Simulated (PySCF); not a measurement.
Isomers of C8H9F, one conformer each; single-point electronic energies without zero-point terms and without any empirical dispersion term.

All values: B3LYP/def2-SVPD (PySCF, non-relativistic), each on one gas-phase PBE0-D3(BJ)/def2-SVP geometry that isn't relaxed in the solvent. The solvent is an IEF-PCM continuum (van der Waals radii × 1.2). Specific hydrogen bonds and non-electrostatic terms are outside this model.

```
                           isomer  relative energy, gas (kcal/mol)  dipole (D)
                `c1c(C)c(CF)ccc1`                              0.0        1.87
`C=C[C@H]1[C@]2(F)[C@@H](C2)C=C1`                             54.5        1.57
```

How do the relative energies look in chloroform (ε = 4.711)?

| isomer | relative energy, solvent (kcal/mol) | E(solvent) − E(gas) (kcal/mol) | dipole in solvent (D) |
| --- | --- | --- | --- |
| `c1c(C)c(CF)ccc1` | 0.0 | -2.8 | 2.34 |
| `C=C[C@H]1[C@]2(F)[C@@H](C2)C=C1` | 54.6 | -2.7 | 1.91 |

The order is unchanged. Conformers: `[CH3:1][c:2]1[cH:3][cH:4][cH:5][cH:6][c:7]1[CH2:8][F:9]` with C6–C7–C8–F9 1°; `[CH2:1]=[CH:2][C@@H:3]1[CH:4]=[CH:5][C@@H:6]2[CH2:7][C@:8]12[F:9]` with C1–C2–C3–C4 -121°. `c1c(C)c(CF)ccc1` gains most from the continuum, and it has the largest gas-phase dipole. The gains span 0.1 kcal/mol, the gas-phase energies 54.5 kcal/mol.
